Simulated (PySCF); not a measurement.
## Polarisability and C₆ of Rb⁻ (rubidium, charge -1)

[Kr] 5s2, closed-shell 1S. Computed with PySCF 2.14 in aug-cc-pwCVTZ-X2C with one added diffuse shell each of s, p, d, f type (11s10p8d4f, 109 functions), with scalar relativity by spin-free X2C-1e. Coupled (time-dependent) response in atomic units; α is the mean over directions.

| method | mean α (bohr³) | C₆ (like pair) | S(−4) |
| --- | --- | --- | --- |
| wB97M-V | 1643 | 53840 | 3087000 |

S(−4) is the Cauchy moment in α(ω) = α(0) + S(−4) ω² + …

α(iu) at wB97M-V:

| u (hartree) | α(iu) (bohr³) |
| --- | --- |
| 0 | 1643 |
| 0.0500 | 401.4 |
| 0.100 | 145.4 |
| 0.200 | 48.07 |
| 0.300 | 26.24 |
| 0.500 | 13.38 |
| 0.750 | 8.079 |
| 1.00 | 5.539 |
| 1.50 | 3.074 |
| 2.00 | 1.939 |
| 3.00 | 0.9637 |
| 5.00 | 0.3791 |

A single London oscillator, α(iu) = α/(1 + u²/ω²), gives C₆ = (3/4) ω α². Matching the computed C₆ needs ω = 4 × 53840 / (3 × 1643²) = 0.0266 hartree.

For an ion, C₆ is the dispersion term alone; charge-induced terms of lower order in 1/R come first.
